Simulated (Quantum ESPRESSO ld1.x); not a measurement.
The numbers below are computed, except where a source is named.
One sound ld1.x (Quantum ESPRESSO 7.5) input for the erbium ion Er2+ gives E = -13086.559 hartree in 36 iterations:

```
 &input
    zed=68.0,
    iswitch=1,
    rel=1,
    dft='BLYP',
    config='[Xe] 4f12',
    verbosity='high',
    prefix='ld1',
    max_out_wfc=37,
    file_charge='ld1.rho',
 /
```

Changed or added lines, one case at a time, and what came of them:

- atom='Er': harmless. atom and zed name the same element, and the result equals that of the sound run.
- zed=118.0: refused. The program stops in ld1_readin with "wrong nuclear charge zed: 118.00": zed must lie above 0 and at most 103.
- dft='PBEE': silently wrong. The misspelt name is not refused: the parser picks the pieces it recognises inside the string (index line 0 0 3 4 0 0 0), so another functional than the one meant is run.
- tr2=1e-25: usable despite the warning. The threshold lies below the rounding noise, so the cycle runs to its limit and warns, but the energy differs from the sound run by less than 1e-5 hartree.
- iswitch=5: refused. The program stops in ld1_readin with "wrong iswitch": iswitch takes 1 to 4.
- dx=0.002: refused. The program stops in do_mesh with "ndmx is too small": the mesh holds 3500 points at most, so dx, xmin and rmax must fit that.
- config='[Xe] 4f12 8s1': refused. The program stops in el_config with "wrong main quantum number": the config string takes n from 1 to 7 alone.
